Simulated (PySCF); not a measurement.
C₇H₁₃FO₂.
Atom-mapped SMILES: `[CH3:1][CH2:2][C@@:3]1([O:4][C@H:5]([CH3:6])[F:7])[CH2:8][CH2:9][O:10]1` (hydrogens: H11, H12, H13 on C1; H14, H15 on C2; H16 on C5; H17, H18, H19 on C6; H20, H21 on C8; H22, H23 on C9)

The same species was optimised twice, with GFN2-xTB and with PBE0-D3(BJ)/def2-SVP (PySCF), and the same property calculations (PySCF, gas phase) were run on both structures.

```tsv
coordinate	GFN2-xTB	PBE0-D3(BJ)/def2-SVP	change
C5–C6 (Å)	1.517	1.503	-0.014
C2–C3 (Å)	1.525	1.514	-0.011
C3–O10 (Å)	1.432	1.422	-0.010
C5–F7 (Å)	1.393	1.386	-0.007
C3–C8 (Å)	1.537	1.532	-0.005
C1–C2 (Å)	1.523	1.518	-0.005
O4–C5 (Å)	1.378	1.377	-0.001
C9–O10 (Å)	1.432	1.431	-0.001
C3–O4 (Å)	1.413	1.412	-0.001
C8–C9 (Å)	1.530	1.530	0.000
C2–C3–C8 (°)	117.4	119.3	+1.9
C1–C2–C3 (°)	111.9	113.2	+1.3
O4–C3–C8 (°)	109.5	108.3	-1.2
O4–C5–C6 (°)	109.8	109.0	-0.8
C3–C8–C9 (°)	84.7	84.1	-0.6
C2–C3–O10 (°)	112.3	111.8	-0.5
C2–C3–O4 (°)	113.4	112.9	-0.5
C8–C3–O10 (°)	91.3	91.7	+0.4
C1–C2–C3–O4 (°)	-58	-56	+2
C2–C3–O4–C5 (°)	-71	-70	+1
C3–O4–C5–C6 (°)	-155	-158	-3
```

Rotational constants: A = 1767, B = 1111, C = 813.6 MHz (GFN2-xTB) against A = 1761, B = 1134, C = 827.2 MHz (PBE0-D3(BJ)/def2-SVP). Point groups within 0.08 Å: C1 and C1. Atoms that the bonding makes alike are paired by their places after alignment.

On the GFN2-xTB structure: HOMO (eV) -7.72 [PBE0/pcSseg-1]; LUMO (eV) 1.43 [PBE0/pcSseg-1]; dipole (D) 2.07 [PBE0/pcSseg-1]; GIAO shielding of C1 (ppm) 178.2 [PBE0/pcSseg-1]; GIAO shielding of C2 (ppm) 149.8 [PBE0/pcSseg-1]; GIAO shielding of C3 (ppm) 73.5 [PBE0/pcSseg-1]; GIAO shielding of O4 (ppm) 176.9 [PBE0/pcSseg-1]; GIAO shielding of C5 (ppm) 80.3 [PBE0/pcSseg-1]; GIAO shielding of C6 (ppm) 162.3 [PBE0/pcSseg-1]; GIAO shielding of F7 (ppm) 315.9 [PBE0/pcSseg-1]; GIAO shielding of C8 (ppm) 152.3 [PBE0/pcSseg-1].

Q: What do these properties become on the PBE0-D3(BJ)/def2-SVP structure?

A: 
| property | level | on GFN2-xTB | on PBE0-D3(BJ)/def2-SVP | change |
| --- | --- | --- | --- | --- |
| HOMO (eV) | PBE0/pcSseg-1 | -7.72 | -7.78 | -0.06 |
| LUMO (eV) | PBE0/pcSseg-1 | 1.43 | 1.41 | -0.02 |
| dipole (D) | PBE0/pcSseg-1 | 2.07 | 2.03 | -0.04 |
| energy, GFN2-xTB geometry as zero (kcal/mol) | PBE0/pcSseg-1 | 0.0 | -0.6 | -0.6 |
| GIAO shielding of C1 (ppm) | PBE0/pcSseg-1 | 178.2 | 176.1 | -2.1 |
| GIAO shielding of C2 (ppm) | PBE0/pcSseg-1 | 149.8 | 148.6 | -1.2 |
| GIAO shielding of C3 (ppm) | PBE0/pcSseg-1 | 73.5 | 74.5 | +1.0 |
| GIAO shielding of O4 (ppm) | PBE0/pcSseg-1 | 176.9 | 178.9 | +2.0 |
| GIAO shielding of C5 (ppm) | PBE0/pcSseg-1 | 80.3 | 82.1 | +1.8 |
| GIAO shielding of C6 (ppm) | PBE0/pcSseg-1 | 162.3 | 161.1 | -1.2 |
| GIAO shielding of F7 (ppm) | PBE0/pcSseg-1 | 315.9 | 318.3 | +2.4 |
| GIAO shielding of C8 (ppm) | PBE0/pcSseg-1 | 152.3 | 150.6 | -1.7 |

The heavy atoms differ by 0.051 Å rms after alignment. Among bonds between heavy atoms C5–C6 changes most (-0.014 Å). Changes are differences of the printed values. Neither structure is proved a minimum here.

Shape of the structure used: `[CH3:1][CH2:2][C@@:3]1([O:4][C@H:5]([CH3:6])[F:7])[CH2:8][CH2:9][O:10]1`: C1–C2–C3–O4 -56°, C2–C3–O4–C5 -70°, C3–O4–C5–C6 -158°.
